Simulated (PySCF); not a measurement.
Constitutional and geometric isomers with formula CH3B3. Isolated molecules, 0 K electronic values unless said otherwise. One relaxed conformer stands for each flexible species; it need not be the lowest. Strings in code marks are SMILES.

Quantity: electronic energy of isomers of CH3B3 relative to `B1B2BC12`, in kcal/mol.

Level 1: PBE-D3(BJ)/def2-TZVP // PBE0-D3(BJ)/def2-TZVP (PySCF)
Level 2: B3LYP/6-311+G** // PBE0-D3(BJ)/def2-TZVP (PySCF)
Level 3: PBE/6-31G* // PBE0-D3(BJ)/def2-TZVP (PySCF)
Level 4: HF/6-31G* // PBE0-D3(BJ)/def2-TZVP (PySCF)

```
species     level 1  level 2  level 3  level 4
----------  -------  -------  -------  -------
`BC1=BB1`      30.5     27.4     29.3     26.1
`B=C=BB`       19.3     10.8     19.1     7.85
`B1B2CB12`     38.4     43.8     38.7     52.8
```
